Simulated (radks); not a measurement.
Charge is removed step by step from the 1s1/2 level of Ne, starting from [Ne]. All-electron calculation, Dirac Kohn-Sham, PBE, spin-unpolarised, spherical densities, finite nucleus; Fermi nuclear charge, rms radius 3.0055 fm. Program: a radial shooting solver on a logarithmic mesh with Libxc functionals.

removed (e)  E - E(0) (eV)  eigenvalue (eV)  E minus straight line (eV)
0                    0.000          -830.77                       0.000
0.25                210.74          -855.18                      -9.297
0.5                 427.62          -879.96                     -12.444
0.75                650.74          -905.00                      -9.361
1                   880.13          -930.15                       0.000

Removing the whole electron costs 880.13 eV by Delta-SCF, against 830.77 eV from minus the eigenvalue at the starting occupation. Slater's transition state (half an electron removed) gives 879.96 eV. Integrating minus the eigenvalue over the occupation (Janak's theorem) gives 880.13 eV. The mean slope of the eigenvalue, de/dn, is 99.4 eV per electron.
